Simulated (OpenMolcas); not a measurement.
Ni2+.

```
Program             : OpenMolcas 26.06
Method              : CASSCF
Basis               : ANO-L-VDZP [5s4p2d1f]
Scalar Hamiltonian  : non-relativistic, point nucleus
Active space        : 8 electrons in 5 orbitals (3d)
State averaging     : 2S+1 = 3 even, 10 roots; 2S+1 = 1 even, 15 roots (14 in the spin-orbit step)
Spin-orbit coupling : state interaction with AMFI integrals over the reference wave functions, term energies averaged over their components
```

Levels without dynamic correlation, in cm-1 above 3d8 3F4:

```tsv
Level	E
3d8 1D2	17090
3d8 3P2	20757
3d8 1G4	26512
```

On this reference, SS-CASPT2, IPEA 0.25 Eh, imaginary shift 0.1 Eh (closed shells correlated: 3s 3p) puts 3d8 1D2 at 14020 cm-1.

Problem. Estimate the other levels at that method by one scale factor, and say how well it serves.

Solution. The factor is 14020 / 17090 = 0.820. Scaled values beside those that SS-CASPT2 gives and measured ones (Corliss and Sugar, J. Phys. Chem. Ref. Data 10, 197 (1981)):
```tsv
Level	Scaled	SS-CASPT2	Miss (%)	Measured
3d8 3P2	17021	18480	-7.9	16662
3d8 1G4	21740	24830	-12.4	23109
```
For these levels the scaled values miss SS-CASPT2 by up to 12.4 %, as correlation changes each term by its own factor, spin-orbit parts do not scale and CASPT2 has its own spread within terms. This holds within one configuration; levels of others move differently, and the target method has errors of its own against measurement.

CASPT2 breaks the degeneracy within a term, and the mean is taken; among the terms shown or strongly mixed into the levels shown the widest spread is 670 cm-1 (3d8 3F, SS-CASPT2). Some high roots are left out of the spin-orbit mixing, which shifts the levels that they would mix with. Some levels mix across a computed gap that differs much from the measured one, so their mixing is not that of the real levels. Without dynamic correlation excited terms often stand tens of per cent too high (terms of higher spin than the ground term too low), and those without a measured partner can miss by more than the paired ones (holds for CASSCF). Measured partners are found by configuration, term and J. A level has none where our copy of the source lacks it or the pairing is in doubt (some pairs that miss far off the trend of their configuration count as doubtful), and it then counts in no deviation. Only configurations of the active space appear.
